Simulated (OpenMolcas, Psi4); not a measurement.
**Predicting a hybrid from its neighbours: InNH4**

InNH4 has 6 atoms, charge 0, and is taken as a singlet. As SMILES, `[NH2][InH2]`. The shape is that of a PBE0-D4/def2-TZVP optimisation.

The HOMO–LUMO gap y, in eV, basis def2-SVP with a core potential; a is the functional's share of exact exchange. Programs: OpenMolcas 26.06, Psi4 1.11.

| functional | program | a | y (eV) |
| --- | --- | --- | --- |
| BLYP | Psi4 | 0 | 3.79 |
| r2SCAN | Psi4 | 0 | 4.36 |
| TPSSh | OpenMolcas | 0.1 | 4.83 |
| B3LYP | Psi4 | 0.2 | ? |
| PBE0 | Psi4 | 0.25 | 5.84 |
| BHLYP | Psi4 | 0.5 | 7.70 |

Fit y = c + s·a to the known rows and predict B3LYP.


1. Means of the 5 rows: a = 0.1700, y = 5.304.
2. Σ(Δa)² = 0.178, Σ(Δa·Δy) = 1.2846, so the slope is 1.2846/0.178 = 7.2169.
3. Intercept: 5.304 − (7.2169) × 0.1700 = 4.077. The largest residual of the fit is 0.29.
4. B3LYP: 4.077 + (7.2169) × 0.2 = 5.52 eV.

The run gave 5.35 eV, so the prediction is off by +0.17 eV, within the largest residual. Exact exchange lowers occupied levels and raises empty ones. The rows mix families of semi-local functionals, which the line can't see.
